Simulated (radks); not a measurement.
The numbers below are computed, except where a source is named.
The neon ion Ne+ inside a hard spherical wall (all orbitals vanish at R), configuration held at [He] 2s2 2p5 and not refilled when levels cross. Code: a radial shooting solver on a logarithmic mesh with Libxc functionals. Model: non-relativistic Kohn-Sham, r2SCAN, spin-polarised, spherical densities, point nucleus; open shells are filled with parallel spins first; meta-GGA in the generalised Kohn-Sham scheme. Eigenvalues in eV for spin up, with the zero of energy where the potential of the charges vanishes at infinity; a dash marks a level that is unbound or too diffuse for the functional's potential to be trusted. A positive occupied level is held by the wall or, in an anion where self-interaction has pushed it up, behind a barrier. The pressure on the wall is -dE/dV.

| R (bohr) | E (hartree) | kinetic (hartree) | e(1s) | e(2s) | e(2p) | e(3s, empty) | e(3p, empty) | pressure (GPa) |
|---|---|---|---|---|---|---|---|---|
| free | -128.10789 | 127.842 | -860.02 | -58.803 | -34.256 | - | - | 0 |
| 20 | -128.10789 | 127.842 | -860.02 | -58.803 | -34.256 | - | - | < 0.0001 |
| 15 | -128.10789 | 127.842 | -860.02 | -58.803 | -34.256 | - | - | < 0.0001 |
| 12 | -128.10789 | 127.842 | -860.02 | -58.803 | -34.256 | - | - | < 0.0001 |
| 8 | -128.10789 | 127.842 | -860.02 | -58.803 | -34.256 | - | - | < 0.0001 |
| 7 | -128.10789 | 127.842 | -860.02 | -58.803 | -34.256 | -5.320 | -2.079 | < 0.0001 |
| 4 | -128.10562 | 127.866 | -859.87 | -58.703 | -34.147 | 1.067 | 7.159 | 0.957 |
| 3 | -128.06742 | 128.152 | -858.37 | -57.763 | -33.074 | 14.995 | 22.982 | 30.5 |
| 2.5 | -127.93400 | 128.944 | -854.85 | -55.568 | -30.545 | 34.128 | 42.284 | 192 |
